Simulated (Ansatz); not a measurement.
Geometry optimisation, RKS BLYP/def2-SVP in Ansatz 0.2.0.

Input file:

```yaml
crystal:
  periodic: [false, false, false]
  atoms:
    - { symbol: B, position_ang: [0.15355, -0.516763, -0.439627] }
    - { symbol: F, position_ang: [-0.036303, 0.082095, 2.007606] }
    - { symbol: Cl, position_ang: [1.605741, 0.412172, -0.831161] }
    - { symbol: F, position_ang: [-1.051543, -0.042006, -0.764087] }
    - { symbol: O, position_ang: [0.297001, -1.801309, 0.070482] }
    - { symbol: H, position_ang: [-0.5842, -2.213207, 0.178525] }
    - { symbol: H, position_ang: [0.397654, -0.744082, 2.004461] }
basis:
  gaussian: { orbitals: def2-SVP }
hamiltonian:
  xc: blyp
relax:
  f_tol: 0.03
  max_steps: 50
output:
  orbitals: {}
```

Launched with:

```bash
$ ansatz run input.yaml --threads 2 --pin off --max-ram 3072MiB --backend cpu --events-out ev --progress --plain --runs-dir out
```

Problem. Where does it end, and by what steps?

Solution. It converged. After 8 steps the energy has fallen by 0.056 eV; F2 moved furthest, 0.31 Å.

| step | energy less start (eV) | largest force component (eV/Å) | accepted |
| --- | --- | --- | --- |
| 0 | 0.0000 | 0.677 | yes |
| 1 | 0.0271 | 1.479 | no |
| 2 | -0.0244 | 0.450 | yes |
| 3 | -0.0350 | 0.727 | yes |
| 4 | -0.0422 | 0.602 | yes |
| 5 | -0.0530 | 0.185 | yes |
| 6 | -0.0525 | 0.240 | no |
| 7 | -0.0561 | 0.047 | yes |
| 8 | -0.0563 | 0.015 | yes |

```xyz
7
Properties=species:S:1:pos:R:3
B 0.153 -0.508 -0.521
F 0.011 -0.033 2.295
Cl 1.603 0.428 -0.885
F -1.037 -0.114 -0.979
O 0.271 -1.675 0.194
H -0.590 -2.135 0.270
H 0.371 -0.788 1.853
```

Time of the run: 15 s on 2 threads of Arm Neoverse V1, with other jobs on the host, peak memory 0.14 GiB.
